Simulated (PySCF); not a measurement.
PySCF input for C4H5FSi, SMILES C#C/C=C\[SiH2]F, ωB97X-D3(BJ)/def2-SVP. 

```python
import numpy as np
from pyscf import gto, scf, dft
import os
os.environ['JAX_PLATFORMS'] = 'cpu'
from ase import Atoms, units
from ase.calculators.calculator import Calculator, all_changes
from sella import Sella

mol = gto.M(
    atom='''
    C    -0.94035184    2.79805325   -0.00000000
    C     0.01703268    2.07167851   -0.00000000
    C     1.15190288    1.23860623    0.00000000
    C     1.08285082   -0.09601295   -0.00000000
    Si   -0.51283996   -1.08069247    0.00000000
    F    -0.05072198   -2.62757621   -0.00000000
    H    -1.77411981    3.43482576   -0.00000001
    H     2.10280412    1.76156047    0.00000000
    H     2.01507235   -0.64815701    0.00000000
    H    -1.28805335   -0.92214956    1.22241775
    H    -1.28805334   -0.92214956   -1.22241775
    ''',
    basis='def2-SVP',
    charge=0,
    spin=0,
    max_memory=1600,
    verbose=3,
)
mf = dft.RKS(mol, xc='wb97x-d3bj').density_fit(auxbasis='def2-universal-jkfit')
mf.grids.level = 3
mf.conv_tol = 1e-9
mf.max_cycle = 100
mf.kernel()
grad = mf.nuc_grad_method()
grad.grid_response = mol.nao <= 150
scan = grad.as_scanner()
scan.verbose = scan.base.verbose = 0
class SCF(Calculator):
    implemented_properties = ['energy', 'forces']
    def calculate(self, atoms=None, properties=None, system_changes=all_changes):
        super().calculate(atoms, properties, system_changes)
        e, g = scan(mol.set_geom_(self.atoms.positions, unit='Angstrom', inplace=False))
        assert scan.converged
        self.results = {'energy': float(e) * units.Hartree, 'forces': -np.asarray(g) * units.Hartree / units.Bohr}
atoms = Atoms(mol.elements, mol.atom_coords(unit='Angstrom'), calculator=SCF())
conv = Sella(atoms, order=0, internal=True, allow_fragments=True).run(fmax=0.002, steps=150)
mol_eq = mol.set_geom_(atoms.positions, unit='Angstrom', inplace=False)
print(mol_eq.tostring(format='xyz'))
mf.reset(mol_eq)
mf.verbose = 3
mf.kernel()
```

Program output:

```
converged SCF energy = -544.545635440204
     Step          Energy         fmax         cmax       rtrust          rho
Sella   0   -14817.841494       1.1734       0.0000       0.1000       1.0000
Sella   1   -14817.938874       1.1734       0.0000       0.1000       1.1189
Sella   2   -14817.949546       0.3510       0.0000       0.1000       1.3088
Sella   3   -14817.952774       0.1483       0.0000       0.1000       1.3061
Sella   4   -14817.954071       0.0968       0.0000       0.1000       1.3832
Sella   5   -14817.954774       0.0977       0.0000       0.1000       1.3018
Sella   6   -14817.955018       0.0769       0.0000       0.1000       1.3182
Sella   7   -14817.955107       0.0389       0.0000       0.1000       1.3273
Sella   8   -14817.955146       0.0240       0.0000       0.1000       1.3851
Sella   9   -14817.955168       0.0191       0.0000       0.1000       1.3558
Sella  10   -14817.955179       0.0116       0.0000       0.1000       1.3354
Sella  11   -14817.955183       0.0060       0.0000       0.1000       1.3539
Sella  12   -14817.955185       0.0046       0.0000       0.1000       1.2962
Sella  13   -14817.955186       0.0039       0.0000       0.1000       1.2472
11
XYZ from PySCF
C          -0.99291080        2.68877711       -0.00405842
C           0.03351868        2.04536670       -0.00411960
C           1.21802211        1.22645671       -0.00396563
C           1.14612527       -0.11628306        0.00033928
Si         -0.49489980       -1.01226468        0.00644549
F          -0.16631760       -2.61151132        0.01060502
H          -1.90002493        3.26817341       -0.00404238
H           2.18090662        1.75168378       -0.00753619
H           2.08258644       -0.68722581        0.00021941
H          -1.27714875       -0.70416607        1.23157125
H          -1.28222514       -0.71157581       -1.21726680
converged SCF energy = -544.549813542426
```

The run converged.

Cost: around 5 core-minutes (rough).
